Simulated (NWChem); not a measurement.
System: CHI$_{2}$, doublet; SMILES I[CH]I

NWChem input:

```
start job
memory heap 200 mb stack 900 mb global 1100 mb
geometry units angstroms noautoz
  I     -0.063018     0.036943     1.812175
  C      0.895266    -0.055704     0.000000
  I     -0.063018     0.036943    -1.812175
  H      1.939088    -0.377329     0.000000
end
basis spherical
  I library def2-svp
  C library def2-svp
  H library def2-svp
end
ecp
  I library def2-ecp
end
dft
  odft
  mult 2
  xc slater vwn_5
  iterations 150
  mulliken
end
task dft energy
```

In the optimisation the excess spin sits in a' (Cs, its own frame). The geometry was optimised at PBE0/def2-SVP, spin-unrestricted. Not confirmed as a minimum by frequencies. No stability test was run on the SCF state. def2 effective core potentials on I; no spin-orbit coupling.

Question: Give the results of this calculation. (LDA (Slater exchange, VWN5)/def2-SVP with def2 effective core potentials on I, spin-unrestricted.) Quantities: energy (Ha); highest occupied level (eV); lowest empty minus highest occupied level, either spin (eV); dipole (D); <S²>.

Answer: 
```
Property                                                       Value
-----------------------------------------------------------  -------
energy (Ha)                                                  -632.83
highest occupied level (eV)                                    -4.68
lowest empty minus highest occupied level, either spin (eV)     1.07
dipole (D)                                                      0.30
<S²>                                                           0.753
```
